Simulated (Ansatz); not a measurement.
`CC(C)Br` + `S[CH2][GeH3]` → `[CH3][GeH2][CH2]S` + `CCBr`  (formal exchange of groups at a C–C bond)

Isolated molecules relaxed with PBE0-D4/def2-TZVP in Ansatz; ΔE leaves out vibrations. CCSD(T)/CBS adds triple-zeta CCSD(T) − MP2 to the extrapolated MP2 energy (def2 sets, frozen cores). For Br, Ge outer-core shells are correlated without core-valence functions, which leaves a few kJ/mol of doubt a bond. Scalar relativity is left out up to krypton. One conformer a species, not always the lowest.

| species | SCS-MP2/def2-TZVPP energy (Eh) |
| --- | --- |
| `CC(C)Br` | -2690.94642 |
| `S[CH2][GeH3]` | -2514.89129 |
| `[CH3][GeH2][CH2]S` | -2554.12806 |
| `CCBr` | -2651.71881 |

Question: Work out ΔE.

Answer: ΔE = (-2554.12806) + (-2651.71881) − (-2690.94642) − (-2514.89129) = -0.00916 Eh = -24.0 kJ/mol. CCSD(T)/CBS gives -22.2 kJ/mol.

Largest T1 diagnostic among the species: 0.011.
